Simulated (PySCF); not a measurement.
C3H5, charge -1, singlet, geometry from GFN2-xTB (in this run its highest filled SCF level lies above zero, so its values depend strongly on the basis, on diffuse functions most of all); DF-TPSS/6-311G** in PySCF.

PySCF was given this input:
```python
from pyscf import gto, scf, dft

mol = gto.Mole()
mol.atom = '''
    C    -0.010751    0.960170    0.093412
    C     0.755777   -0.344508    0.026624
    C    -0.748251   -0.360884    0.021847
    H    -0.012597    1.431798   -0.941996
    H     1.255392   -0.743614   -0.876342
    H     1.261661   -0.709388    0.929634
    H    -1.251796   -0.736753    0.921650
    H    -1.233312   -0.770710   -0.884248
'''
mol.basis = '6-311g**'
mol.charge = -1
mol.spin = 0
mol.verbose = 4
mol.build()

mf = dft.RKS(mol)
mf.xc = 'tpss'
mf = mf.density_fit(auxbasis='def2-universal-jkfit')
mf.kernel()
```

What the program printed (banner, timings and long lists left out):

```
PySCF version 2.14.0

[INPUT] verbose = 4
[INPUT] num. atoms = 8
[INPUT] num. electrons = 24
[INPUT] charge = -1
[INPUT] spin (= nelec alpha-beta = 2S) = 0
[INPUT] symmetry False subgroup None
[INPUT] Mole.unit = angstrom
[INPUT] Symbol           X                Y                Z      unit          X                Y                Z       unit  Magmom
[INPUT]  1 C     -0.010751000000   0.960170000000   0.093412000000 AA   -0.020316445565   1.814458333024   0.176523096748 Bohr   0.0
[INPUT]  2 C      0.755777000000  -0.344508000000   0.026624000000 AA    1.428211541245  -0.651025767722   0.050312068340 Bohr   0.0
[INPUT]  3 C     -0.748251000000  -0.360884000000   0.021847000000 AA   -1.413989462432  -0.681971922738   0.041284846643 Bohr   0.0
[INPUT]  4 H     -0.012597000000   1.431798000000  -0.941996000000 AA   -0.023804879991   2.705706085700  -1.780114450436 Bohr   0.0
[INPUT]  5 H      1.255392000000  -0.743614000000  -0.876342000000 AA    2.372347058970  -1.405226802392  -1.656046371454 Bohr   0.0
[INPUT]  6 H      1.261661000000  -0.709388000000   0.929634000000 AA    2.384193752045  -1.340549036053   1.756753656084 Bohr   0.0
[INPUT]  7 H     -1.251796000000  -0.736753000000   0.921650000000 AA   -2.365551603826  -1.392261391452   1.741666082705 Bohr   0.0
[INPUT]  8 H     -1.233312000000  -0.770710000000  -0.884248000000 AA   -2.330621906140  -1.456430821464  -1.670986546194 Bohr   0.0

nuclear repulsion = 68.4062350097256
number of shells = 44
number of NR pGTOs = 133
number of NR cGTOs = 84
basis = 6-311g**
ecp = {}

******** <class 'pyscf.df.df_jk.DFRKS'> ********
method = DFRKS
initial guess = minao
damping factor = 0
level_shift factor = 0
DIIS = <class 'pyscf.scf.diis.CDIIS'>
diis_start_cycle = 1
diis_space = 8
diis_damp = 0
SCF conv_tol = 1e-09
SCF conv_tol_grad = None
SCF max_cycles = 50
direct_scf = False
XC library pyscf.dft.libxc version 7.1.2
    S. Lehtola, C. Steigemann, M. J. T. Oliveira, and M. A. L. Marques,  SoftwareX 7, 1–5 (2018)
XC functionals = tpss
    J. Tao, J. P. Perdew, V. N. Staroverov, and G. E. Scuseria,  Phys. Rev. Lett. 91, 146401 (2003)
    J. P. Perdew, J. Tao, V. N. Staroverov, and G. E. Scuseria,  J. Chem. Phys. 120, 6898 (2004)
    J. Tao, J. P. Perdew, V. N. Staroverov, and G. E. Scuseria,  Phys. Rev. Lett. 91, 146401 (2003)
    J. P. Perdew, J. Tao, V. N. Staroverov, and G. E. Scuseria,  J. Chem. Phys. 120, 6898 (2004)
radial grids:
    Treutler-Ahlrichs [JCP 102, 346 (1995); DOI:10.1063/1.469408] (M4) radial grids

becke partition: Becke, JCP 88, 2547 (1988); DOI:10.1063/1.454033
pruning grids: <function nwchem_prune>
grids dens level: 3
symmetrized grids: False
atomic radii adjust function: <function treutler_atomic_radii_adjust>
small_rho_cutoff = 0
Set gradient conv threshold to 3.16228e-05
Initial guess from minao.
tot grids = 91400
init E= -117.361135358409
  HOMO = -0.239046520831423  LUMO = 0.00268467320777124  gap/eV = 6.57784
cycle= 1 E= -117.116454234202  delta_E= 0.245  |g|= 0.671  |ddm|= 2.09
  HOMO = 0.252707920317068  LUMO = 0.277473408876401  gap/eV = 0.67390
cycle= 2 E= -116.081736216804  delta_E= 1.03  |g|= 1.66  |ddm|= 10.7
  HOMO = 0.0791337815498565  LUMO = 0.238920848840591  gap/eV = 4.34803
cycle= 3 E= -117.227617859392  delta_E= -1.15  |g|= 0.34  |ddm|= 10.6
  HOMO = 0.102692543440948  LUMO = 0.223598320097332  gap/eV = 3.29001
cycle= 4 E= -117.258396553498  delta_E= -0.0308  |g|= 0.116  |ddm|= 0.465
  HOMO = 0.108094806415007  LUMO = 0.224921644456068  gap/eV = 3.17902
cycle= 5 E= -117.261696159995  delta_E= -0.0033  |g|= 0.0278  |ddm|= 0.147
  HOMO = 0.109824991821203  LUMO = 0.22714051481805  gap/eV = 3.19232
cycle= 6 E= -117.261887010815  delta_E= -0.000191  |g|= 0.00491  |ddm|= 0.034
  HOMO = 0.10991897028228  LUMO = 0.227072237775879  gap/eV = 3.18790
cycle= 7 E= -117.26189260756  delta_E= -5.6e-06  |g|= 0.00142  |ddm|= 0.00801
  HOMO = 0.109974303854059  LUMO = 0.227070683610254  gap/eV = 3.18635
cycle= 8 E= -117.261893238264  delta_E= -6.31e-07  |g|= 0.000257  |ddm|= 0.00308
  HOMO = 0.109995610280873  LUMO = 0.22707465776376  gap/eV = 3.18588
cycle= 9 E= -117.261893260264  delta_E= -2.2e-08  |g|= 3.71e-05  |ddm|= 0.000601
  HOMO = 0.110002941331743  LUMO = 0.227076408495676  gap/eV = 3.18573
cycle= 10 E= -117.261893260726  delta_E= -4.63e-10  |g|= 8.19e-06  |ddm|= 9.74e-05
  HOMO = 0.110000724219837  LUMO = 0.227076649421321  gap/eV = 3.18580
Extra cycle  E= -117.261893260728  delta_E= -1.71e-12  |g|= 7.77e-06  |ddm|= 3.16e-05
converged SCF energy = -117.261893260728
```
